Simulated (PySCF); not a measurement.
Gas-phase reaction: W₂O₆ + 2 NO + 3 NH₃ = 2 WO₂(OH)₂ + 5 NH

Energies from PySCF, thermal terms from the rigid-rotor harmonic-oscillator model, ideal gas at 1 bar. † marks an energy on the PBE0/def2-TZVP geometry and frequencies; other levels use their own. MP2 freezes the core. Open shells (unrestricted): NO (multiplicity 2, electronic degeneracy 4), NH (multiplicity 3); the rest are closed-shell singlets. Spin-orbit splitting is ignored; it lowers the true energy and changes the entropy of NO. W: scalar-relativistic def2 core potential, no spin-orbit coupling. No R ln 2 is added for the mirror-image form of WO₂(OH)₂. W₂O₆: computed as isolated molecules; such fragments, hydroxides, amides, oligomers or adducts are transient or little studied in the gas. MP2 isn't extrapolated to the basis-set limit; its ΔH°(298 K) is 1113.5 kJ in def2-SVP and 1166.2 kJ in def2-TZVPP. The harmonic model lacks anharmonicity and excited electronic states, which grow with temperature; levels with a mode under 35 cm⁻¹ are left out. Soft modes under 120 cm⁻¹ make the harmonic entropy rough for W₂O₆.

```csv
level,"ΔE electronic, kJ","ΔH°(298 K), kJ","ΔS°(298 K), J/K","ΔG°(1200 K), kJ"
BLYP/def2-TZVP†,1191,1122,185,863
M06-2X/def2-TZVP†,1138,1069,185,810
MP2/def2-SVP†,1182,1114,185,854
MP2/def2-TZVPP†,1235,1166,185,907
PBE0/def2-TZVP,1135,1066,185,807
```
ΔH° is lowest at PBE0/def2-TZVP and highest at MP2/def2-TZVPP†. No reference value is set beside these.
